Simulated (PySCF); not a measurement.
Two probes of the same atoms: core binding energy and nuclear shielding

C7H9NP (charge +1).
SMILES with atom numbers: `[CH3:1][P+:2]1([n:3]2[cH:4][cH:5][cH:6][cH:7]2)[CH:8]=[CH:9]1`

Structure used (PBE0-D3(BJ)/def2-SVP), in Å, numbered top down from 1:
```
atom  x, y, z in Å
C1    -1.9880   -0.7334    1.1244
P2    -1.1268    0.1177   -0.1855
N3     0.5196   -0.0027    0.0296
C4     1.1842   -0.7844    0.9881
C5     2.5229   -0.6133    0.8037
C6     2.7088    0.2905   -0.2917
C7     1.4791    0.6524   -0.7538
C8    -1.7849    0.3426   -1.7737
C9    -1.7781    1.4705   -1.0481
H10   -3.0648   -0.5776    0.9710
H11   -1.6842   -0.3202    2.0975
H12   -1.7609   -1.8089    1.0832
H13    0.6414   -1.3892    1.7100
H14    3.3046   -1.0877    1.3941
H15    3.6595    0.6382   -0.6916
H16    1.1886    1.3173   -1.5643
H17   -2.0348   -0.0387   -2.7674
H18   -2.0173    2.5356   -1.1082
```

Binding energies: delta-SCF UKS SCAN, pcX-2 on the ionised atom, pcseg-1 elsewhere, spin-free X2C (PySCF). Shieldings: GIAO PBE0/pcSseg-1, non-relativistic, same geometry.

```csv
atom,C 1s (eV)
C1,296.19
C4,294.94
C5,293.93
```

**Question.** What are the absolute isotropic shieldings of these atoms?

**Answer.** 
| atom | environment | C 1s (eV) | isotropic shielding (ppm) |
| --- | --- | --- | --- |
| C5 | aromatic CH carbon | 293.93 | 55.0 |
| C4 | aromatic CH next to a ring nitrogen | 294.94 | 56.3 |
| C1 | sp3 carbon bound to phosphorus | 296.19 | 174.9 |

**Question.** Among the listed atoms, is the one with the highest binding energy also the least shielded?

**Answer.** No. The highest binding energy is at C1 (296.19 eV, shielding 174.9 ppm), the lowest shielding at C5 (55.0 ppm, 293.93 eV).

By binding energy: C5 < C4 < C1. By shielding: C5 < C4 < C1.

Of atoms equivalent by bonding only the ionised one is listed; its partners' own values can differ in this conformer. The species carries charge +1, so core ionisation leaves charge +2. The structure is a single PBE0-D3(BJ)/def2-SVP conformer in the gas phase; no vibrational or solvent corrections.
